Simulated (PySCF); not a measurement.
**[AlSe2]- at several levels of theory**

All levels use the PBE0 minimum (singlet; Al–Se 2.184 Å (×2); Se–Al–Se 180.0°), basis [Al def2-TZVPD, Se def2-TZVPD], no relativity, density fitting, no spin–orbit coupling, PySCF. For vertical energies the ionised species is a doublet (spins chosen at PBE0 and kept). Open shells are unrestricted, also as the reference of the correlated levels. A dash marks a value that was not computed or is not defined at that level.

Coordinates in bohr (charge -1 multiplicity 1):
```
Al    0.0000    0.0000    0.0000
Se    0.0000    0.0000    4.1264
Se    0.0000    0.0000   -4.1264
```

| level | vertical detachment energy (eV) | −ε(HOMO) (eV) | gap (eV) |
| --- | --- | --- | --- |
| PBE0 | ? | ? | ? |
| HF | 3.35 | 4.38 | 7.98 |
| MP2 | 4.33 | – | – |
| PBE | 3.61 | 1.13 | 2.98 |
| r2SCAN | 3.76 | 1.36 | 3.54 |
| B3LYP | 3.79 | 1.89 | 4.10 |
| TPSSh | 3.73 | 1.58 | 3.80 |
| r2SCAN0 | ? | ? | ? |
| M06 | 3.57 | 1.97 | 3.81 |

Task: Fill in the row of PBE0.

Result: vertical detachment energy (eV) 3.84, −ε(HOMO) (eV) 2.12, gap (eV) 4.53.

Task: Fill in the row of r2SCAN0.

Result: vertical detachment energy (eV) 3.93, −ε(HOMO) (eV) 2.29, gap (eV) 4.89.

Spin contamination in at least one species weakens the values at: HF, MP2.

The lowest empty level of this anion is unbound, so it and the gap depend on the basis.
